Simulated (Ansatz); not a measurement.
Compare A (`FC1OB(Cl)[SiH2]1`) with its isomer B (`F[Si@H](Cl)[C@H]1BO1`).

Computed with Ansatz on PBE0-D4/def2-TZVP structures; ΔE is electronic, products minus reactants. CCSD(T)/CBS is the MP2 limit (def2-TZVPP, def2-QZVPP) plus CCSD(T) − MP2 in def2-TZVPP, frozen cores. DFT in def2-TZVPP. B3LYP here is the variant with VWN-RPA as its local correlation; programs differ in this. Each species was taken in one conformer, which may not be the lowest.

(1) Which isomer does CCSD(T)/CBS put lower? Give the gap. (Best estimate.)

(2) Give E(B) − E(A) in kcal/mol with PBE-D4, r2SCAN-D4, MP2/def2-TZVPP, PBE0-D4, B3LYP-D4, HF/def2-TZVPP, B3LYP. (Estimate.)

Largest T1 diagnostic: 0.014.

## Answers

(1) Ansatz gave: B, by 45.6 kcal/mol.

(2) Ansatz gave: PBE-D4 -38.7, r2SCAN-D4 -43.7, MP2/def2-TZVPP -47.6, PBE0-D4 -40.1, B3LYP-D4 -43.7, HF/def2-TZVPP -46.7, B3LYP -43.8. None reverses the order clearly.

From PBE to PBE0 (25 % exact exchange), in def2-TZVPP and without D4, E(B) − E(A) moves by −1.4 kcal/mol.
